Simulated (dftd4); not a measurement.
HN₂, charge +1, singlet, geometry from GFN2-xTB; D4 for tpssh (dftd4 4.2.0).

The dftd4 input:
```
$ dftd4 mol.xyz --func tpssh --charge 1 --json dftd4.json --noedisp --grad

# file mol.xyz
3

N     -0.00000000    -0.00000000    -0.43539476
N      0.00000000     0.00000000     0.64482984
H     -0.00000000    -0.00000000    -1.46604558
```

Problem. Predict the main parts of the log of this dftd4 run.

Solution. 
```
                    ____  _____ _____     ____  _  _
      -------------|  _ \|  ___|_   _|---|  _ \| || |------------
     |             | | | | |_    | | ___ | | | | || |_           |
     |             | |_| |  _|   | ||___|| |_| |__   _|          |
     |             |____/|_|     |_|     |____/   |_|            |
     |             ===================================           |
     |            E. Caldeweyher, S. Ehlert & S. Grimme          |
     |          Mulliken Center for Theoretical Chemistry        |
     |                    University of Bonn                     |
      -----------------------------------------------------------

Rational (Becke-Johnson) damping: tpssh-D4-ATM
---------------------
  s6         1.0000
  s8         1.8590
  s9         1.0000
  a1         0.4429
  a2         4.6023
 alp        16.0000
--------------------

Dispersion energy:      -4.8903910728380E-04 Eh

Gradient norm:           6.4287948350249E-06 Eh/a0
--------------------------------------------------
     #    Z           dE/dx      dE/dy      dE/dz
--------------------------------------------------
     1    7 N     0.000E+00  0.000E+00  6.328E-07
     2    7 N     0.000E+00  0.000E+00  4.196E-06
     3    1 H     0.000E+00  0.000E+00 -4.829E-06
--------------------------------------------------

Virial:
--------------------------------------------------
      component           x          y          z
--------------------------------------------------
          x       0.000E+00  0.000E+00  0.000E+00
          y       0.000E+00  0.000E+00  0.000E+00
          z       0.000E+00  0.000E+00  1.797E-05
--------------------------------------------------

[Info] Dispersion results written to 'dftd4.txt'
[Info] JSON dump of results written to 'dftd4.json'
```
